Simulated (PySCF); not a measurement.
Trend along the fifth-period p block: MCs cations

PBE0 with double-zeta basis sets in PySCF, for the lowest determinant that a PBE0 search found; no spin–orbit coupling. De refers to high-spin ground-configuration atoms (the charge goes to the atom of lower measured ionisation energy or higher electron affinity, which is not always the lowest computed limit). A positive dipole points towards Cs; it is taken about the centre of mass and depends on that origin.

```csv
M,basis,charged atom,state (unpaired electrons),Re (Å),ωe (cm⁻¹),De (eV),μ (D)
In,def2-SVP,Cs+,doublet (σ ↑),4.410,41.5,0.44,6.16
Sn,def2-SVPD,Cs+,"triplet (σ ↑, π ↑)",4.272,40.5,0.27,7.12
Sb,def2-SVP,Cs+,"quartet (σ ↑, π ↑↑)",4.232,33.7,0.12,8.10
Te,def2-SVP,Cs+,triplet (π ↑↑),4.060,50.3,0.32,7.76
```

The shortest bond is that of CsTe⁺ (4.060 Å), the longest that of CsIn⁺ (4.410 Å).

The rows differ in basis set, which adds steps of its own.

The state changes along the series, so neighbouring rows are not always alike in their bonding.

Weak bonds: CsIn⁺, CsSb⁺, CsSn⁺, CsTe⁺. Basis-set superposition, not corrected here, can be much of De in a small basis, most of all at correlated wavefunction levels. Spin–orbit coupling is left out, which matters for elements this heavy, above all for dissociation energies. For an ion De counts to the pair picked by the measured ionisation energies or electron affinities, which need not be the lowest pair at this level. States were picked by a PBE0 search and need not be the measured ground states.
